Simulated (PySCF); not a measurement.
The free ion Ru5+ in its d3 configuration.

Method (PySCF 2.14, density fitting): CASSCF(3,5) with orbitals averaged over all microstates of the shell, strongly contracted NEVPT2 on the averaged canonical orbitals; basis x2c-TZVPall; spin-free X2C; gas phase; spin-orbit coupling by state interaction with the mean-field operator over all roots.

CASSCF energies above the lowest CASSCF root:

```tsv
state	CASSCF / cm⁻¹
4F	0
4P	14988
2G	16287
2P	21283
2H	21283
2D	23363
2F	36271
2D	57573
```

Q: How does dynamic correlation (SC-NEVPT2) move these states?

A: 
```csv
state,NEVPT2 / cm⁻¹,shift / cm⁻¹
4F,0,0
4P,12839,-2149
2G,14702,-1585
2P,19052,-2232
2H,19747,-1537
2D,20499,-2864
2F,32289,-3982
2D,51779,-5794
```

In the ligand-field fit B goes from 999 to 861 cm⁻¹, C goes from 4097 to 3834 cm⁻¹.

These are spin-free levels; spin-orbit coupling mixes and splits them, by more than some of the gaps here.
